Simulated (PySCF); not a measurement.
# Working out the ionisation energy of Fe⁺

Fe⁺ [Ar] 3d6 4s1 (6D) → Fe²⁺ [Ar] 3d6 (5D). Calculation: PySCF 2.14, in dyall-av2z; no relativity, point nucleus. Frozen: [Ar]; the 25 highest virtual orbitals dropped. Energies in hartree (1 hartree = 27.21139 eV):

| part | Fe⁺ (lower) | Fe²⁺ (upper) |
| --- | --- | --- |
| UHF | -1262.202430 | -1261.646816 |
| CCSD correlation | -0.131887 | -0.111734 |
| (T) | -0.002676 | -0.001536 |

Q: What does Hartree-Fock give?

A: (-1261.646816) − (-1262.202430) = 0.555614 hartree = 15.119 eV.

Q: What do CCSD and CCSD(T) give?

A: The CCSD correlation energies differ by 0.020153 hartree = 0.548 eV and the triples by 0.001140 hartree = 0.031 eV, so CCSD gives 15.667 eV and CCSD(T) 15.698 eV.

A first-order spin-orbit estimate adds -0.001 eV to CCSD(T) (valence), giving 15.697 eV against 16.199 eV (measured; NIST Atomic Spectra Database, ionization energies).

The calculation is non-relativistic.

A double-zeta basis recovers only part of the correlation energy.

What remains against the reference includes basis incompleteness, the frozen core and higher excitations.
